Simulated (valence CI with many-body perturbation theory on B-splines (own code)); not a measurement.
**E1 line list for Ir6+**

Method: configuration interaction combined with many-body perturbation theory (CI+MBPT): three valence electrons over a frozen Dirac-Fock core [Xe] 4f14, a basis of 9 s, 9 p, 10 d, 8 f, 5 g, 3 h, 1 i functions for each j, with the one-electron correlation potential Σ1 (screened to all orders), the two-electron term Σ2, the three-electron term Σ3, Breit, model QED; selected single and double excitations, second order for the rest, scaled by the run's own slope (own B-spline code, finite nucleus).

No measured levels were compared; by estimate terms of the open shell hold to 2 to 4 % of their energy, and close levels can change places; different configurations can be misplaced against each other by 1,000 to 8,000 cm⁻¹. Core correlation moves these levels by up to 17000 cm⁻¹, and in measured spectra 5 to 20 % of such shifts remained as error; rates that hang on mixing are uncertain with them.

Lines 51 to 100 of 255 in falling wavelength, among levels below 279210 cm⁻¹, chosen from the strongest by gf and those to the six lowest levels. Wavelengths and rates use the calculated energies, so an error of 2000 cm⁻¹ moves a line at 968.2 Å by 1.9 % and its rate by three times that or more. Electric multipoles are in the length gauge, E1 and E2 with the static RPA response of the core. Weak lines are less certain than strong ones. Lines between different terms over intervals too small for the method are left out, as are lines whose strength nearly cancels. Where a level lies close to another of its J and parity, the split of strength between their lines is uncertain. The highest levels of a list are the least certain.

Levels are named by their leading jj configuration (3d3/2^4 stands for four electrons in 3d with j = 3/2), which in mixed levels can hold well under half, so a name can repeat and another be missing. Letters in brackets count levels of one name in rising energy.

```
λ vac (Å)                          Upper                       Lower   A (s⁻¹)  log gf  Branch %
    968.2      (5d3/2 5d5/2 6p3/2) J=1/2  (5d3/2 5d5/2 6s) J=3/2 [b]  6.27e+08   -0.75       5.0
    966.9  (5d3/2 5d5/2 6p3/2) J=3/2 [b]      (5d3/2 5d5/2 6s) J=1/2  3.18e+08   -0.75       1.9
    959.8  (5d3/2 5d5/2 6p1/2) J=5/2 [b]          (5d3/2^2 6s) J=5/2  1.87e+08   -0.81       2.3
    957.8  (5d3/2 5d5/2 6p3/2) J=9/2 [b]      (5d3/2 5d5/2 6s) J=9/2  3.37e+08   -0.33       2.9
    949.3  (5d3/2 5d5/2 6p3/2) J=7/2 [b]  (5d3/2 5d5/2 6s) J=5/2 [b]  1.31e+09    0.15       9.0
    947.1          (5d5/2^2 6p1/2) J=5/2  (5d3/2 5d5/2 6s) J=5/2 [a]  3.71e+08   -0.52       5.3
    944.5  (5d3/2 5d5/2 6p3/2) J=3/2 [c]      (5d3/2 5d5/2 6s) J=1/2  1.29e+09   -0.16       9.5
    941.8  (5d3/2 5d5/2 6p3/2) J=5/2 [b]  (5d3/2 5d5/2 6s) J=3/2 [b]  5.62e+08   -0.35       4.8
    940.5  (5d3/2 5d5/2 6p3/2) J=5/2 [b]  (5d3/2 5d5/2 6s) J=7/2 [b]  8.30e+08   -0.18       7.0
    938.1  (5d3/2 5d5/2 6p3/2) J=9/2 [c]  (5d3/2 5d5/2 6s) J=7/2 [b]  1.42e+09    0.27       7.0
    935.1          (5d5/2^2 6p3/2) J=1/2      (5d3/2 5d5/2 6s) J=1/2  5.87e+08   -0.81       4.5
    933.1  (5d3/2 5d5/2 6p3/2) J=7/2 [a]  (5d3/2 5d5/2 6s) J=5/2 [a]  1.31e+09    0.14      10.4
    931.1      (5d3/2^2 6p3/2) J=3/2 [b]  (5d3/2 5d5/2 6s) J=3/2 [a]  5.25e+08   -0.56       4.5
    929.5  (5d3/2 5d5/2 6p1/2) J=5/2 [b]          (5d3/2^2 6s) J=3/2  3.36e+08   -0.58       4.2
    929.5          (5d5/2^2 6p1/2) J=7/2  (5d3/2 5d5/2 6s) J=7/2 [a]  2.52e+08   -0.58       2.2
    929.0  (5d3/2 5d5/2 6p3/2) J=5/2 [a]  (5d3/2 5d5/2 6s) J=5/2 [a]  9.88e+08   -0.12       5.4
    928.3  (5d3/2 5d5/2 6p3/2) J=9/2 [a]  (5d3/2 5d5/2 6s) J=7/2 [a]  1.15e+09    0.17      18.6
    922.6      (5d3/2^2 6p3/2) J=3/2 [a]          (5d3/2^2 6s) J=5/2  3.04e+08   -0.81       2.2
    922.5      (5d3/2 5d5/2 6p3/2) J=1/2  (5d3/2 5d5/2 6s) J=3/2 [a]  1.60e+09   -0.39      12.8
    922.3  (5d3/2 5d5/2 6p3/2) J=3/2 [a]          (5d3/2^2 6s) J=1/2  3.33e+08   -0.77       3.2
    919.3  (5d3/2 5d5/2 6p3/2) J=7/2 [c]  (5d3/2 5d5/2 6s) J=7/2 [b]  6.72e+08   -0.17       5.7
    919.0  (5d3/2 5d5/2 6p3/2) J=3/2 [a]  (5d3/2 5d5/2 6s) J=5/2 [a]  1.52e+09   -0.11      14.8
    917.2  (5d3/2 5d5/2 6p3/2) J=3/2 [b]  (5d3/2 5d5/2 6s) J=3/2 [b]  1.23e+09   -0.21       7.4
    916.4  (5d3/2 5d5/2 6p3/2) J=7/2 [b]      (5d3/2 5d5/2 6s) J=9/2  3.96e+08   -0.40       2.7
    911.8          (5d3/2^2 6p3/2) J=5/2          (5d3/2^2 6s) J=5/2  1.16e+09   -0.06       7.3
    905.5     (5d3/2 5d5/2 6p3/2) J=11/2      (5d3/2 5d5/2 6s) J=9/2  2.93e+09    0.64      63.5
    902.4  (5d3/2 5d5/2 6p3/2) J=5/2 [b]  (5d3/2 5d5/2 6s) J=5/2 [b]  6.89e+08   -0.30       5.9
    900.6          (5d3/2^2 6p3/2) J=7/2          (5d3/2^2 6s) J=5/2  2.14e+09    0.32      14.5
    897.0  (5d3/2 5d5/2 6p3/2) J=3/2 [c]  (5d3/2 5d5/2 6s) J=3/2 [b]  6.25e+08   -0.52       4.6
    896.9  (5d3/2 5d5/2 6p1/2) J=3/2 [b]          (5d3/2^2 6s) J=3/2  8.81e+08   -0.37       8.0
    894.7      (5d3/2^2 6p3/2) J=3/2 [a]          (5d3/2^2 6s) J=3/2  1.28e+09   -0.21       9.1
    890.3  (5d3/2 5d5/2 6p3/2) J=9/2 [b]  (5d3/2 5d5/2 6s) J=7/2 [a]  1.52e+09    0.26      13.0
    888.5          (5d5/2^2 6p3/2) J=1/2  (5d3/2 5d5/2 6s) J=3/2 [b]  9.39e+08   -0.65       7.1
    887.8  (5d3/2 5d5/2 6p3/2) J=7/2 [a]  (5d3/2 5d5/2 6s) J=7/2 [a]  8.77e+08   -0.08       6.9
    886.9      (5d3/2^2 6p3/2) J=3/2 [b]          (5d3/2^2 6s) J=1/2  1.90e+09   -0.05      16.3
    884.5          (5d3/2^2 6p3/2) J=5/2          (5d3/2^2 6s) J=3/2  1.04e+09   -0.14       6.5
    884.1  (5d3/2 5d5/2 6p3/2) J=5/2 [a]  (5d3/2 5d5/2 6s) J=7/2 [a]  4.29e+08   -0.52       2.3
    883.1  (5d3/2 5d5/2 6p3/2) J=5/2 [c]  (5d3/2 5d5/2 6s) J=5/2 [b]  4.85e+08   -0.47       5.6
    882.9  (5d3/2 5d5/2 6p3/2) J=7/2 [c]  (5d3/2 5d5/2 6s) J=5/2 [b]  1.34e+09    0.10      11.3
    879.3  (5d3/2 5d5/2 6p3/2) J=5/2 [c]  (5d3/2 5d5/2 6s) J=3/2 [a]  2.17e+09    0.18      24.9
    876.1  (5d3/2 5d5/2 6p3/2) J=3/2 [b]  (5d3/2 5d5/2 6s) J=3/2 [a]  6.17e+08   -0.55       3.7
    870.6  (5d3/2 5d5/2 6p3/2) J=9/2 [c]      (5d3/2 5d5/2 6s) J=9/2  1.22e+09    0.14       6.0
    862.8          (5d3/2^2 6p3/2) J=1/2          (5d3/2^2 6s) J=3/2  2.79e+09   -0.21      25.3
    854.4  (5d3/2 5d5/2 6p3/2) J=7/2 [c]      (5d3/2 5d5/2 6s) J=9/2  5.73e+08   -0.30       4.8
    854.4  (5d3/2 5d5/2 6p3/2) J=7/2 [b]  (5d3/2 5d5/2 6s) J=7/2 [a]  3.97e+08   -0.46       2.7
    837.0  (5d3/2 5d5/2 6p3/2) J=5/2 [c]  (5d3/2 5d5/2 6s) J=5/2 [a]  2.71e+08   -0.77       3.1
    836.9  (5d3/2 5d5/2 6p3/2) J=7/2 [c]  (5d3/2 5d5/2 6s) J=5/2 [a]  1.76e+08   -0.83       1.5
    816.3  (5d3/2 5d5/2 6p3/2) J=5/2 [b]  (5d3/2 5d5/2 6s) J=7/2 [a]  3.19e+08   -0.72       2.7
    807.3  (5d3/2 5d5/2 6p3/2) J=3/2 [a]          (5d3/2^2 6s) J=5/2  6.66e+08   -0.58       6.5
    493.9          (5d3/2^2 6p1/2) J=5/2       (5d3/2^2 5d5/2) J=3/2  1.26e+08   -1.56       4.4
```

**Question.** How does gf follow from A for the line at 933.1 Å?

**Answer.** gf = 1.4992 × (2J+1)_upper × A / σ², with σ = 107172 cm⁻¹ and 2J+1 = 8: gf = 1.37.
